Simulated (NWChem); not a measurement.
The numbers come from NWChem runs, not from measurements. System: CH3BF2, charge 1, spin multiplicity 2, at the geometry of a parent with another charge or spin, in a state set for the comparison that need not be this species' ground state. Its SCF solution wasn't tested for a lower state. Level: UPBE/def2-TZVP.

Input file:

```
start mol
memory heap 200 mb stack 900 mb global 1100 mb
charge 1
geometry units angstroms nocenter noautoz noautosym
  B      0.033671    -0.037175     0.062242
  F      1.329989    -0.284546    -0.034826
  F     -0.569647    -0.540247     1.125940
  C     -0.721401     0.780774    -1.027422
  H     -1.745137     1.044107    -0.731422
  H     -0.771733     0.183631    -1.953620
  H     -0.166155     1.696626    -1.281652
end
basis spherical
  * library def2-tzvp
end
dft
  xc xpbe96 cpbe96
  odft
  mult 2
  semidirect memsize 60000000 filesize 0
  iterations 100
end
task dft energy
```

Part of the output:

```
             Northwest Computational Chemistry Package (NWChem) 7.3.0
             --------------------------------------------------------

                                NWChem Input Module
                                -------------------

 Scaling coordinates for geometry "geometry" by  1.889725989
 (inverse scale =  0.529177249)

                             Geometry "geometry" -> ""
                             -------------------------

 Output coordinates in angstroms (scale by  1.889725989 to convert to a.u.)

  No.       Tag          Charge          X              Y              Z
 ---- ---------------- ---------- -------------- -------------- --------------
    1 B                    5.0000     0.03367100    -0.03717500     0.06224200
    2 F                    9.0000     1.32998900    -0.28454600    -0.03482600
    3 F                    9.0000    -0.56964700    -0.54024700     1.12594000
    4 C                    6.0000    -0.72140100     0.78077400    -1.02742200
    5 H                    1.0000    -1.74513700     1.04410700    -0.73142200
    6 H                    1.0000    -0.77173300     0.18363100    -1.95362000
    7 H                    1.0000    -0.16615500     1.69662600    -1.28165200

 Effective nuclear repulsion energy (a.u.)     110.5778815589

            Nuclear Dipole moment (a.u.)
            ----------------------------
        X                 Y               Z
 ---------------- ---------------- ----------------
     0.0000037795    -0.0000075589     0.0000188973


 Summary of "ao basis" -> "" (spherical)
 ------------------------------------------------------------------------------
       Tag                 Description            Shells   Functions and Types
 ---------------- ------------------------------  ------  ---------------------
 *                         def2-tzvp                  on all atoms

  pbe96 is a nonlocal functional; adding pw91lda local functional.

                                 NWChem DFT Module
                                 -----------------

 Summary of "ao basis" -> "ao basis" (spherical)
 ------------------------------------------------------------------------------
       Tag                 Description            Shells   Functions and Types
 ---------------- ------------------------------  ------  ---------------------
 B                         def2-tzvp                11       31   5s3p2d1f
 F                         def2-tzvp                11       31   5s3p2d1f
 C                         def2-tzvp                11       31   5s3p2d1f
 H                         def2-tzvp                 4        6   3s1p

 Summary of "ao basis" -> "ao basis" (spherical)
 ------------------------------------------------------------------------------
       Tag                 Description            Shells   Functions and Types
 ---------------- ------------------------------  ------  ---------------------
 B                         def2-tzvp                11       31   5s3p2d1f
 F                         def2-tzvp                11       31   5s3p2d1f
 C                         def2-tzvp                11       31   5s3p2d1f
 H                         def2-tzvp                 4        6   3s1p

            General Information
            -------------------
          SCF calculation type: DFT
          Wavefunction type:  spin polarized.
          No. of atoms     :     7
          No. of electrons :    31
           Alpha electrons :    16
            Beta electrons :    15
[...]
   104      0.161583  4 C  pz                70      0.157296  3 F  pz
     8     -0.142871  1 B  pz               100     -0.142027  4 C  py
    42      0.137762  2 F  pz                68      0.132415  3 F  px
    38     -0.130892  2 F  py                99      0.130202  4 C  px

 Vector   17  Occ=0.000000D+00  E=-3.000494D-01
              MO Center= -2.9D-02,  5.6D-02, -7.4D-02, r^2= 1.9D+00
   Bfn.  Coefficient  Atom+Function         Bfn.  Coefficient  Atom+Function
  ----- ------------  ---------------      ----- ------------  ---------------
    10      0.430103  1 B  py                 7      0.414303  1 B  py
    11      0.273965  1 B  pz               133      0.261374  6 H  s
     8      0.250662  1 B  pz               139     -0.222969  7 H  s
    69     -0.163120  3 F  py                38     -0.157629  2 F  py
   132      0.147263  6 H  s                 75     -0.139490  3 F  py

 Vector   18  Occ=0.000000D+00  E=-2.054630D-01
              MO Center= -2.5D-01,  2.4D-01, -4.8D-01, r^2= 5.5D+00
   Bfn.  Coefficient  Atom+Function         Bfn.  Coefficient  Atom+Function
  ----- ------------  ---------------      ----- ------------  ---------------
    98      1.986875  4 C  s                  5     -1.628528  1 B  s
   133     -0.686624  6 H  s                139     -0.597446  7 H  s
    97      0.357116  4 C  s                127     -0.358293  5 H  s
    14      0.223479  1 B  pz                96      0.215491  4 C  s
    11      0.190865  1 B  pz               105      0.185571  4 C  px

   alpha - beta orbital overlaps
   -----------------------------

   alpha      1      2      3      4      5      6      7      8      9     10
    beta      1      2      3      4      5      6      7      8      9     11
 overlap   1.000  1.000  1.000  1.000  1.000  1.000  0.998  0.994  0.997  0.988

   alpha     11     12     13     14     15     16     17     18     19     20
    beta     10     12     13     14     16     15     17     18     19     20
 overlap   0.999  0.771  0.776  0.999  0.991  0.988  1.000  1.000  0.999  0.921

   alpha     21     22     23     24     25     26     27     28     29     30
    beta     21     22     23     24     25     26     27     28     29     30
 overlap   0.923  1.000  0.996  0.999  0.995  0.991  0.993  0.999  0.998  0.993

   alpha     31     32     33     34     35     36     37     38     39     40
    beta     31     32     33     34     35     36     37     38     39     40
 overlap   0.999  0.993  0.998  0.999  0.998  0.999  0.990  0.990  0.999  0.997

   alpha     41     42     43     44     45     46     47     48     49     50
    beta     41     42     43     44     45     46     47     48     49     50
 overlap   0.998  0.999  0.998  0.996  0.996  0.971  0.971  0.965  0.990  0.998

   alpha     51     52     53     54     55     56     57     58     59     60
    beta     51     52     53     54     55     56     57     58     59     60
 overlap   0.998  0.999  0.999  0.998  0.999  1.000  0.933  0.927  0.999  0.988

   alpha     61     62     63     64     65     66     67     68     69     70
    beta     61     62     63     65     64     66     67     68     69     70
 overlap   0.996  0.998  0.990  0.737  0.742  0.908  0.905  0.987  0.989  0.999

   alpha     71     72     73     74     75     76     77     78     79     80
    beta     71     72     73     74     75     76     77     78     79     80
 overlap   1.000  0.997  0.999  0.996  0.997  0.999  0.999  0.994  0.997  0.999

   alpha     81     82     83     84     85     86     87     88     89     90
    beta     81     82     83     84     85     86     87     88     89     90
 overlap   0.988  0.991  0.996  0.999  0.994  0.984  0.979  0.989  0.999  0.999

   alpha     91     92     93     94     95     96     97     98     99    100
    beta     91     92     93     94     95     96     97     98     99    100
 overlap   0.984  0.983  0.998  0.999  0.999  0.999  1.000  0.993  0.878  0.874

   alpha    101    102    103    104    105    106    107    108    109    110
    beta    101    102    103    104    105    106    107    108    109    110
 overlap   0.996  0.992  0.988  0.993  0.988  0.992  1.000  1.000  0.999  0.999

   alpha    111    112    113    114    115    116    117    118    119    120
    beta    111    112    113    114    115    116    117    118    119    120
 overlap   1.000  0.997  0.997  1.000  0.997  0.996  0.995  0.996  0.998  0.998

   alpha    121    122    123    124    125    126    127    128    129    130
    beta    121    122    123    124    125    126    127    128    129    130
 overlap   0.999  0.990  0.980  0.986  1.000  1.000  1.000  1.000  1.000  0.991

   alpha    131    132    133    134    135    136    137    138    139    140
    beta    131    132    133    134    135    136    137    138    139    140
 overlap   0.990  0.999  1.000  1.000  1.000  0.908  0.908  1.000  1.000  1.000

   alpha    141    142
    beta    141    142
 overlap   1.000  1.000

     --------------------------
     Expectation value of S2:
     --------------------------
      <S2> =      0.7518 (Exact =     0.7500)

 center of mass
 --------------
 x =   0.10197280 y =  -0.11104339 z =   0.15015980

 moments of inertia (a.u.)
 ------------------
         216.696277022575          36.339568956049           5.006961824393
          36.339568956049         328.515995878996          85.861293131904
           5.006961824393          85.861293131904         241.994976958400

     Multipole analysis of the density
     ---------------------------------

     L   x y z        total         alpha         beta         nuclear
     -   - - -        -----         -----         ----         -------
     0   0 0 0      1.000000    -16.000000    -15.000000     32.000000

     1   1 0 0     -0.771866     -0.188168     -0.583702      0.000004
     1   0 1 0      0.836086      0.210626      0.625468     -0.000008
     1   0 0 1     -1.144785     -0.295662     -0.849142      0.000019

     2   2 0 0    -12.646261    -53.553693    -50.644600     91.552031
     2   1 1 0     -1.428872     11.079231      9.874360    -22.382463
     2   1 0 1      2.201994     -1.719355     -0.597036      4.518385
     2   0 2 0    -11.895138    -26.609316    -24.647796     39.361974
     2   0 1 1     -2.071943     24.152322     22.010004    -48.234268
     2   0 0 2    -10.609466    -49.596237    -45.889467     84.876238

 Task  times  cpu:       28.9s     wall:       28.9s

 Total times  cpu:       28.9s     wall:       28.9s
```
